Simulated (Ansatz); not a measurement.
# Molecular dynamics of Cl₂FGeH₃

input.yaml

```yaml
crystal:
  periodic: [false, false, false]
  atoms:
    - { symbol: Ge, position_ang: [0.037417, -0.195402, -0.090534] }
    - { symbol: F, position_ang: [0.201587, 0.088157, 1.903906] }
    - { symbol: H, position_ang: [1.466985, 0.019136, -0.61919] }
    - { symbol: H, position_ang: [-0.877315, 1.052427, -0.037498] }
    - { symbol: Cl, position_ang: [-1.160949, -1.502497, -1.355292] }
    - { symbol: Cl, position_ang: [0.853355, -2.307227, 1.185318] }
    - { symbol: H, position_ang: [0.57302, -1.004793, 1.98119] }
basis:
  gaussian: { orbitals: def2-SVP }
hamiltonian:
  xc: pbe
  dispersion: d4
md:
  timestep: 0.5
  n_steps: 200
  ensemble: nve
  temperature: 300.0
  initial_velocities: maxwell_boltzmann
  seed: 3232
```

Run as:

```bash
$ ansatz run input.yaml --threads 2 --pin off --max-ram 3072MiB --backend cpu --events-out ev --progress --plain --runs-dir out
```

It starts at the highest image of a converged band, a first-order saddle point between two minima.

Output, in part (step lines, the closing report, with atoms numbered from 0):

```
md step     0: t =     0.00 fs  T =   300.0 K  F+E_penalty+E_count = -84292.01094078 eV  E_kin = 0.193890 eV  conserved = -84291.81705079 eV  (25 SCF iters)
md step     1: t =     0.50 fs  T =   298.4 K  F+E_penalty+E_count = -84292.00992033 eV  E_kin = 0.192873 eV  conserved = -84291.81704696 eV  (28 SCF iters)
md step     2: t =     1.00 fs  T =   293.8 K  F+E_penalty+E_count = -84292.00691213 eV  E_kin = 0.189877 eV  conserved = -84291.81703520 eV  (28 SCF iters)
md step     3: t =     1.50 fs  T =   286.4 K  F+E_penalty+E_count = -84292.00211432 eV  E_kin = 0.185099 eV  conserved = -84291.81701555 eV  (28 SCF iters)
md step     4: t =     2.00 fs  T =   276.7 K  F+E_penalty+E_count = -84291.99584157 eV  E_kin = 0.178851 eV  conserved = -84291.81699107 eV  (28 SCF iters)
md step     5: t =     2.50 fs  T =   265.4 K  F+E_penalty+E_count = -84291.98848388 eV  E_kin = 0.171519 eV  conserved = -84291.81696494 eV  (28 SCF iters)
md step     6: t =     3.00 fs  T =   253.0 K  F+E_penalty+E_count = -84291.98045740 eV  E_kin = 0.163517 eV  conserved = -84291.81694047 eV  (28 SCF iters)
md step     7: t =     3.50 fs  T =   240.2 K  F+E_penalty+E_count = -84291.97215242 eV  E_kin = 0.155232 eV  conserved = -84291.81692050 eV  (27 SCF iters)
[... lines left out ...]
Total energy: -84292.58892148 eV, -3097.6955072954 hartree
Atom 0 at    -0.098146    -0.515849    -0.185609 Å, force     0.567028    -0.465672     0.435420 eV/Å
Atom 1 at     0.753661     0.808456     3.154812 Å, force     0.447025    -2.129725    -0.708466 eV/Å
Atom 2 at     1.087005     0.237597    -0.785684 Å, force     0.233908     0.129796    -0.035116 eV/Å
Atom 3 at    -1.119057     0.335133     0.557961 Å, force    -0.150791     0.037893     0.387747 eV/Å
Atom 4 at    -1.156336    -1.441474    -1.803540 Å, force    -0.136771    -0.272085    -0.207514 eV/Å
Atom 5 at     0.836998    -2.108520     1.118691 Å, force    -0.491816     0.793900    -0.327764 eV/Å
Atom 6 at     0.970225    -0.126889     2.933572 Å, force    -0.468583     1.905892     0.455694 eV/Å
Dipole moment:     0.017630     0.050995    -0.162060 e Å
```

The steps, from the saved trajectory:

| time (fs) | T (K) | potential energy less start (eV) | conserved less start (meV/atom) |
| --- | --- | --- | --- |
| 0 | 300 | 0.000 | 0.00 |
| 3 | 253 | 0.030 | 0.02 |
| 6 | 182 | 0.077 | 0.02 |
| 9 | 132 | 0.109 | 0.03 |
| 12 | 149 | 0.098 | 0.03 |
| 15 | 227 | 0.047 | 0.01 |
| 18 | 295 | 0.004 | 0.03 |
| 21 | 387 | -0.056 | -0.02 |
| 24 | 366 | -0.042 | 0.02 |
| 27 | 392 | -0.059 | 0.01 |
| 30 | 396 | -0.062 | 0.03 |
| 33 | 512 | -0.137 | -0.05 |
| 36 | 556 | -0.165 | 0.06 |
| 39 | 748 | -0.290 | -0.07 |
| 42 | 783 | -0.312 | 0.06 |
| 45 | 891 | -0.382 | -0.02 |
| 48 | 957 | -0.425 | 0.01 |
| 51 | 1013 | -0.461 | 0.06 |
| 54 | 1166 | -0.561 | -0.10 |
| 57 | 1177 | -0.567 | 0.04 |
| 60 | 1232 | -0.602 | -0.01 |
| 63 | 1289 | -0.640 | -0.14 |
| 66 | 1179 | -0.568 | 0.06 |
| 69 | 1161 | -0.557 | 0.01 |
| 72 | 1208 | -0.588 | -0.12 |
| 75 | 1177 | -0.566 | 0.05 |
| 78 | 1259 | -0.620 | 0.04 |
| 81 | 1374 | -0.695 | -0.12 |
| 84 | 1361 | -0.686 | 0.01 |
| 87 | 1347 | -0.676 | 0.08 |
| 90 | 1360 | -0.686 | -0.07 |
| 93 | 1314 | -0.656 | -0.02 |
| 96 | 1248 | -0.612 | 0.12 |
| 99 | 1250 | -0.614 | -0.03 |

All steps were run. The conserved energy stayed within 0.15 meV per atom of its start (net change 0.07 meV per atom), so the integration is sound. The kinetic energy rose, since the run started high on the potential surface and went downhill. It ends in pieces (Cl2GeH2 + FH), so much of that is their flight and rotation, not heat. A run of 0.1 ps of so small a system gives no equilibrium averages. The orbitals stay closed-shell, which can raise the energy where a bond breaks towards radicals; this wasn't checked here.

Between its relaxed ends the band would form Ge1–Cl6, F2–H7 and break Ge1–F2, Cl6–H7. These pairs go: Ge1–Cl6 2.60 → 2.26 Å, F2–H7 1.16 → 0.99 Å, Ge1–F2 2.02 → 3.69 Å, Cl6–H7 1.55 → 2.69 Å. In the last frame they stand as after the step (other bonds may differ from the relaxed reactants and products). It ends as Cl2GeH2 + FH. Pairs count as bonded within 1.25 times the sum of covalent radii (0.12 Å more for H–H).

Last frame:

```xyz
7
Properties=species:S:1:pos:R:3
Ge -0.098 -0.516 -0.186
F 0.754 0.808 3.155
H 1.087 0.238 -0.786
H -1.119 0.335 0.558
Cl -1.156 -1.442 -1.804
Cl 0.837 -2.108 1.119
H 0.970 -0.127 2.934
```

The run took 5.1 min on 2 threads of Arm Neoverse V1, with other jobs on the host, peak memory 0.17 GiB.
